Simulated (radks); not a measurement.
Fractional charge and spin in the 3s shell of chlorine: the spin-up occupation runs from 0 to 1 and the spin-down occupation from 0 to 1; the fullest corner is Cl+, [Ne] 3p(up 2, down 2) 3s(up 1, down 1). Calculated with a radial shooting solver on a logarithmic mesh with Libxc functionals: non-relativistic Kohn-Sham, LDA (Slater exchange, Perdew-Wang correlation), spin-polarised, spherical densities, point nucleus. Energy (eV) above the fullest corner. The planes named below are the two flat planes that join the four corners, with an edge along up + down = one added electron.

\begin{tabular}{lrrrrr}
down \ up & 0 & 0.25 & 0.5 & 0.75 & 1 \\ \hline
0 & 90.834 & 76.363 & 62.763 & 50.026 & 38.139 \\
0.25 & 76.363 & 62.852 & 50.196 & 38.387 & 27.410 \\
0.5 & 62.763 & 50.196 & 38.469 & 27.570 & 17.486 \\
0.75 & 50.026 & 38.387 & 27.570 & 17.563 & 8.354 \\
1 & 38.139 & 27.410 & 17.486 & 8.354 & 0.000 \\
\end{tabular}

Corners above the fullest one (they belong to Cl2+ and the next ion): (up 1, down 0) 38.139 eV, (up 0, down 1) 38.139 eV, (up 0, down 0) 90.834 eV. With half an added electron in each spin the energy lies 0.330 eV from the planes, and with half an added electron in spin up alone -1.723 eV. The planes are only a guide here: the flat-plane condition holds for ground states with one frontier orbital, while this shell lies below other occupied shells, so the corners above the fullest one are inner-hole states and not the ground states of those ions.
